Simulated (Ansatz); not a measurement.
System: SF6, charge 0, singlet. SF6 (SMILES FS(F)(F)(F)(F)F).
B3LYP-D3(BJ)/def2-TZVP minimum from Ansatz (an electronic-structure program):
```xyz
7

F      0.6290    -0.4582    -1.3732
S      0.0000     0.0000     0.0000
F      1.2744    -0.5348     0.7623
F     -0.6866    -1.4125     0.1568
F     -1.2744     0.5348    -0.7623
F      0.6866     1.4125    -0.1568
F     -0.6290     0.4582     1.3732
```
Charge 0, spin multiplicity 1.

Hartree-Fock and CCSD correlation energies in hartree (Ansatz). Radicals and triplets start from unrestricted determinants; spin-orbit coupling is neglected. Cores are frozen in correlated methods. No relativity.

```json
[
 {"basis": "cc-pV(T+d)Z", "X": "3", "E(HF)": "-994.31464", "E(corr, CCSD)": "-1.72664"},
 {"basis": "cc-pV(Q+d)Z", "X": "4", "E(HF)": "-994.37331", "E(corr, CCSD)": "-1.88130"},
 {"basis": "cc-pV(5+d)Z", "X": "5", "E(HF)": "-994.38852", "E(corr, CCSD)": "withheld"}
]
```

Fit E(corr) = E∞ + A/X³ to X = 3 and 4, predict X = 5, and compare with the run.

A = (-1.72664 - (-1.88130))/(1/27 - 1/64) = 7.2230; E∞ = -1.88130 - A/64 = -1.99416; at X = 5, E∞ + A/125 = -1.93638. The run gave -1.93870, 2.32 mEh below the prediction. The same form on X = 4 and 5 gives E∞ = -1.99892, 4.76 mEh below the first estimate.
